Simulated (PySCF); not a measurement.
MgF, SMILES [F][Mg+], charge +1.

Geometry optimised at r2SCAN-D4/def2-TZVPD. The multiplicity is an assumed one; other spin states were not compared.

These are TDDFT-CAM-B3LYP/def2-TZVPD run with PySCF values and carry that method's errors.

Vertical excitations; the highest root listed may be one member of a degenerate set. Gas-phase values at a fixed geometry. State labels are in the subgroup C2v.

Computed UV-visible absorptions:
```csv
state,symmetry,energy (eV),λ (nm),f,main pairs
S1,B2,4.31,288,0.009,HOMO→LUMO (degenerate set)
S2,B1,4.31,288,0.009,HOMO−1→LUMO (degenerate set)
S3,A1,5.63,220,0.083,HOMO−2→LUMO 96 %
S4,A2,8.35,149,0.000,"HOMO→LUMO+1 49 %, HOMO−1→LUMO+2 49 %"
S5,A2,8.38,148,0.000,"HOMO−1→LUMO+2, HOMO→LUMO+1 (degenerate set)"
S6,A1,8.38,148,0.000,"HOMO→LUMO+2, HOMO−1→LUMO+1 (degenerate set)"
S7,A1,9.11,136,0.101,"HOMO→LUMO+2 47 %, HOMO−1→LUMO+1 47 %"
S8,B2,9.19,135,0.039,HOMO−2→LUMO+2 (degenerate set)
S9,B1,9.19,135,0.039,HOMO−2→LUMO+1 (degenerate set)
S10,B2,9.94,125,0.072,HOMO→LUMO+3 93 %
T1,B1,4.13,301,0,HOMO−1→LUMO (degenerate set)
T2,B2,4.13,301,0,HOMO→LUMO (degenerate set)
T3,A1,4.79,259,0,HOMO−2→LUMO 97 %
T4,A1,8.12,153,0,"HOMO→LUMO+2 47 %, HOMO−1→LUMO+1 47 %"
```
Triplets are in the Tamm–Dancoff approximation, which puts them higher than full response would, so one can lie above its singlet here.
